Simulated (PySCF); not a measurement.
C2H5O2, SMILES COC=[OH+], charge +1. The structure is a stationary point at B3LYP-D3(BJ)/def2-SVP. The isomer is the one that the SMILES or the coordinates give; other isomers of the formula were not compared. Other conformers were not sampled.

Problem. Give the equilibrium geometry at B3LYP-D3(BJ)/def2-SVP (PySCF confirms it by a frequency run) as bond lengths and angles, and its point group. (Estimate from the structure and the level; the computed values follow.)

Solution. One answer among several that fit: point group Cs.
Atoms: C1 O2 C3 O4 H5 H6 H7 H8 H9. Bond lengths (Å): C1–O2 1.470, C1–H5 1.100, C1–H6 1.094, C1–H7 1.100, O2–C3 1.259, C3–O4 1.275, C3–H8 1.100, O4–H9 0.979. Bond angles (°): O2–C1–H5 109.0, O2–C1–H6 104.7, O2–C1–H7 109.0, H5–C1–H6 110.4, H5–C1–H7 113.0, H6–C1–H7 110.4, C1–O2–C3 124.3, O2–C3–O4 127.3, O2–C3–H8 116.8, O4–C3–H8 115.9, C3–O4–H9 117.2.
Charge +1, spin multiplicity 1.
